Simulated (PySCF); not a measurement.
iodine monochloride anion (ClI), SMILES ICl (connectivity only; charge and spin as stated), charge -1, multiplicity 2.

Geometry optimised at PBE0-D3(BJ)/def2-TZVPD. The multiplicity is an assumed one; other spin states were not compared. The def2 effective core potentials stand for the cores of I; spin–orbit coupling is left out.

Calculation: PySCF with r2SCAN/def2-TZVPD.

Computed frontier levels, dipole moment and polarisability:
```
Quantity                                                           Result
------------------------------------------------  -----------------------
α spin, highest occupied and lowest empty level         -0.89 and 3.86 eV
β spin, highest occupied and lowest empty level         -1.32 and 0.42 eV
dipole moment about the centre of nuclear charge                   3.55 D
mean static polarisability                          85.8 bohr³ (12.71 Å³)
polarisability, principal values                  65.0, 65.0, 127.3 bohr³
⟨S²⟩                                              0.754 (pure state 0.75)
```
